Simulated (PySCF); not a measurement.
# Energy of Nb⁺ (niobium, charge +1) between two integer charges

The 4d alpha orbital of [Kr] 4d4 is emptied in steps (occupation f), with all orbitals relaxed, ending at [Kr] 4d3. Computed with PySCF 2.14 in def2-TZVP with the def2 core potential (28 electrons) (6s4p3d1f, 40 functions), with a scalar-relativistic core potential. The exact energy is a straight line in f; departures are measured from the line between the end points of the same method.

```csv
f,r2SCAN0 (eV)
1,0.000
0.75,-0.591
0.5,-0.779
0.25,-0.585
0,0.000
```

```tsv
method	E(f=0) − E(f=1) (eV)	−ε at f=1 (eV)	−ε at f=0.5 (eV)
r2SCAN0	14.154	11.115	14.151
```

Orbital energy along the path (eV):

| f | r2SCAN0 |
| --- | --- |
| 1 | -11.115 |
| 0.75 | -12.696 |
| 0.5 | -14.151 |
| 0.25 | -15.709 |
| 0 | -17.281 |

Reference removal energy between the ground levels: 14.32 eV (semi-empirical (NIST evaluation); NIST Atomic Spectra Database, ionization energies). The calculation has no spin-orbit coupling. The determinant left behind need not be the lowest term of the ion.
